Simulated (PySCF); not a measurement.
Br2Sn, charge +1, doublet (typed; the unrestricted solution is spin-contaminated), geometry from GFN2-xTB (such geometries of metal compounds can be far from the true shape) (a state made from the parent by changing its charge; the spin is typed, not shown lowest) (core potentials on Sn); CAMB3LYP/def2-SVP (PySCF).

PySCF was given this input:
```python
from pyscf import gto, scf, dft

mol = gto.Mole()
mol.atom = '''
    Sn   -0.02282736   -0.00101572    1.02101170
    Br    1.03639339    1.68673076   -0.70481009
    Br   -1.00378288   -1.68527973   -0.75377805
'''
mol.basis = 'def2-svp'
mol.ecp = {'Sn': 'def2-svp'}
mol.charge = 1
mol.spin = 1
mol.verbose = 4
mol.symmetry = True
mol.build()

mf = dft.UKS(mol)
mf.xc = 'camb3lyp'
mf.irrep_nelec = {'A1': (19, 17), 'A2': (5, 6), 'B1': (7, 7), 'B2': (15, 15)}
mf.kernel()
mf.analyze()
```

Output, abridged:

```
PySCF version 2.14.0

[INPUT] verbose = 4
[INPUT] num. atoms = 3
[INPUT] num. electrons = 91
[INPUT] charge = 1
[INPUT] spin (= nelec alpha-beta = 2S) = 1
[INPUT] symmetry True subgroup None
[INPUT] Mole.unit = angstrom
[INPUT] Symbol           X                Y                Z      unit          X                Y                Z       unit  Magmom
[...]
nuclear repulsion = 473.613348002513
point group symmetry = C2v
symmetry origin: [-2.36215752e-09  7.87386038e-10  1.57477184e-09]
symmetry axis x: [-0.85531961  0.51776647 -0.0186078 ]
symmetry axis y: [-0.51761835 -0.85552142 -0.01242379]
symmetry axis z: [-2.23519919e-02 -9.94570004e-04  9.99749668e-01]
num. orbitals of irrep A1 = 34
num. orbitals of irrep A2 = 12
num. orbitals of irrep B1 = 16
num. orbitals of irrep B2 = 28
number of shells = 34
number of NR pGTOs = 209
number of NR cGTOs = 90
basis = def2-svp
ecp = {'Sn': 'def2-svp'}

******** <class 'pyscf.dft.uks_symm.SymAdaptedUKS'> ********
method = SymAdaptedUKS
initial guess = minao
damping factor = 0
level_shift factor = 0
DIIS = <class 'pyscf.scf.diis.CDIIS'>
diis_start_cycle = 1
diis_space = 8
diis_damp = 0
SCF conv_tol = 1e-09
SCF conv_tol_grad = None
SCF max_cycles = 50
direct_scf = True
direct_scf_tol = 1e-13
number electrons alpha = 46  beta = 45
irrep_nelec {'A1': (19, 17), 'A2': (5, 6), 'B1': (7, 7), 'B2': (15, 15)}
XC library pyscf.dft.libxc version 7.1.2
    S. Lehtola, C. Steigemann, M. J. T. Oliveira, and M. A. L. Marques,  SoftwareX 7, 1–5 (2018)
XC functionals = camb3lyp
    T. Yanai, D. P. Tew, and N. C. Handy,  Chem. Phys. Lett. 393, 51 (2004)
radial grids:
    Treutler-Ahlrichs [JCP 102, 346 (1995); DOI:10.1063/1.469408] (M4) radial grids

becke partition: Becke, JCP 88, 2547 (1988); DOI:10.1063/1.454033
pruning grids: <function nwchem_prune>
grids dens level: 3
symmetrized grids: True
atomic radii adjust function: <function treutler_atomic_radii_adjust>
small_rho_cutoff = 0
Freeze 91 electrons in irreps ['A1', 'A2', 'B1', 'B2']
    0 free electrons in irreps
Set gradient conv threshold to 3.16228e-05
tot grids = 62808
init E= -5337.4213176743

cycle= 1 E= -5359.20292253507  delta_E= -21.8  |g|= 2.02  |ddm|= 5.31

cycle= 2 E= -5355.20296636699  delta_E=    4  |g|= 3.59  |ddm|= 7.67

cycle= 3 E= -5361.62913434489  delta_E= -6.43  |g|= 0.368  |ddm|= 6.02

cycle= 4 E= -5361.74518126087  delta_E= -0.116  |g|= 0.161  |ddm|= 1.02

cycle= 5 E= -5361.75968337204  delta_E= -0.0145  |g|= 0.0354  |ddm|= 0.219

[...]
converged SCF energy = -5361.76077474531  <S^2> = 1.7898989  2S+1 = 2.8565006
Total Energy =                       -5361.760774745313938
[...]
beta  MO #50 (A1 #20), energy= -0.00357068641702085 occ= 0
beta  MO #51 (B2 #17), energy= 0.0505648281505238 occ= 0
beta  MO #52 (A1 #21), energy= 0.0787386438007687 occ= 0
beta  MO #53 (B1 #9), energy= 0.0893283625275494 occ= 0
beta  MO #54 (A2 #7), energy= 0.134742770337197 occ= 0
beta  MO #55 (A1 #22), energy= 0.141973626227417 occ= 0
beta  MO #56 (B1 #10), energy= 0.162179260181381 occ= 0
beta  MO #57 (A1 #23), energy= 0.192654191232678 occ= 0
beta  MO #58 (B2 #18), energy= 0.213411056504608 occ= 0
beta  MO #59 (B2 #19), energy= 0.308795686926093 occ= 0
beta  MO #60 (A1 #24), energy= 0.340205691536673 occ= 0
beta  MO #61 (B1 #11), energy= 0.364756252311542 occ= 0
beta  MO #62 (B2 #20), energy= 0.366614875947922 occ= 0
beta  MO #63 (A2 #8), energy= 0.366667414080541 occ= 0
beta  MO #64 (A1 #25), energy= 0.377570522156806 occ= 0
beta  MO #65 (B2 #21), energy= 0.385011635130475 occ= 0
beta  MO #66 (A2 #9), energy= 0.415782397371788 occ= 0
beta  MO #67 (B1 #12), energy= 0.416189188184434 occ= 0
beta  MO #68 (A1 #26), energy= 0.4433367816344 occ= 0
beta  MO #69 (A1 #27), energy= 0.445754519492598 occ= 0
beta  MO #70 (A2 #10), energy= 0.510686150149033 occ= 0
beta  MO #71 (B2 #22), energy= 0.516061289214772 occ= 0
beta  MO #72 (B1 #13), energy= 0.543534229661264 occ= 0
beta  MO #73 (B2 #23), energy= 0.56871239702029 occ= 0
beta  MO #74 (A1 #28), energy= 0.589467116142487 occ= 0
beta  MO #75 (A1 #29), energy= 0.792516180977259 occ= 0
beta  MO #76 (B2 #24), energy= 0.833578857026602 occ= 0
beta  MO #77 (B1 #14), energy= 3.23519767211566 occ= 0
beta  MO #78 (A1 #30), energy= 3.23678378320917 occ= 0
beta  MO #79 (B2 #25), energy= 3.23699187790906 occ= 0
beta  MO #80 (A2 #11), energy= 3.23771428127691 occ= 0
beta  MO #81 (A2 #12), energy= 3.25475844621886 occ= 0
beta  MO #82 (B2 #26), energy= 3.25775037206144 occ= 0
beta  MO #83 (B1 #15), energy= 3.26951061513218 occ= 0
beta  MO #84 (A1 #31), energy= 3.3064057960276 occ= 0
beta  MO #85 (A1 #32), energy= 3.3685380853733 occ= 0
beta  MO #86 (B2 #27), energy= 3.40950036409867 occ= 0
beta  MO #87 (B1 #16), energy= 14.2123095945883 occ= 0
beta  MO #88 (A1 #33), energy= 14.5086997398567 occ= 0
beta  MO #89 (B2 #28), energy= 14.640166941197 occ= 0
beta  MO #90 (A1 #34), energy= 51.2717128602415 occ= 0
In total            46.00000 | 45.00000

WARN: System has nonzero charge 1; the dipole moment is origin-dependent.
Location of origin: [0. 0. 0.]

Dipole moment(X, Y, Z, Debye): -0.03168, -0.00141,  1.41708
```
